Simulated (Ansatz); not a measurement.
Cartesian coordinates (Å):
SMILES: SCC=C
```xyz
10

C     -1.2560     0.9397     0.0079
C     -0.4393     0.0961    -0.6113
C      0.4025    -0.9136     0.0905
S      2.2006    -0.6219    -0.1547
H     -1.3670     0.9310     1.0865
H     -1.8422     1.6664    -0.5391
H     -0.3346     0.1318    -1.6910
H      0.2458    -1.9127    -0.3212
H      0.1789    -0.9486     1.1559
H      2.2112     0.6318     0.3276
```
Charge 0, spin multiplicity 1.

The numbers are results of frozen-core CCSD(T)/cc-pVTZ // B3LYP-D3(BJ)/def2-TZVP (Ansatz, an electronic-structure program), not measurements.

| Item | Result |
|---|---|
| HF energy | -514.66158 Ha |
| MP2 correlation energy | -0.67854 Ha |

Estimate the CCSD correlation energy, the (T) correction, the total energy and the T1 diagnostic.


| Item | Value |
|---|---|
| CCSD correlation energy | -0.72407 Ha |
| (T) correction | -0.03248 Ha |
| CCSD(T) total energy | -515.41813 Ha |
| T1 diagnostic | 0.010 |
